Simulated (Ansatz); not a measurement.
Reaction (hydrogenolysis of a Ga–N bond): `C[NH][Ga]([F])[F]` + H₂ → `[F][GaH][F]` + CH₃NH₂

Computed with Ansatz on PBE0-D4/def2-TZVP structures; ΔE is electronic, products minus reactants. CCSD(T)/CBS adds triple-zeta CCSD(T) − MP2 to the extrapolated MP2 energy (def2 sets, frozen cores). This one scheme is used for every species. Functionals use def2-TZVPP. For Ga outer-core shells are correlated without core-valence functions, which leaves a few kJ/mol of doubt a bond. Scalar relativity is left out up to krypton. Each species was taken in one conformer, which may not be the lowest.

```csv
species,RPA@PBE/def2-TZVPP energy (Eh)
`C[NH][Ga]([F])[F]`,-2218.62305
H₂,-1.20767
`[F][GaH][F]`,-2123.91109
CH₃NH₂,-95.91371
```

Question: Work out ΔE.

Answer: ΔE = (-2123.91109) + (-95.91371) − (-2218.62305) − (-1.20767) = 0.00592 Eh = +0.16 eV. CCSD(T)/CBS gives +0.18 eV.

Largest T1 diagnostic among the species: 0.015.

Leaving LDA and LC-ωPBE aside and taking each functional with its dispersion term where it has one, the values, not all of them listed here, spread over 0.16 eV, from B97M-V to r2SCAN-D4. LDA lies +0.07 eV from PBE without D4. The D4 term adds +0.09 eV with B3LYP and +0.05 eV with PBE0; it sums over pairs of atoms, weighted by their polarisabilities, and B3LYP, whose exchange is more repulsive, gets the larger term. In def2-TZVPP, CCSD(T) changes the Hartree–Fock value by +0.22 eV (the triples alone add +0.04 eV) and MP2 by +0.30 eV.

B3LYP here is the variant with VWN-RPA as its local correlation; programs differ in this.
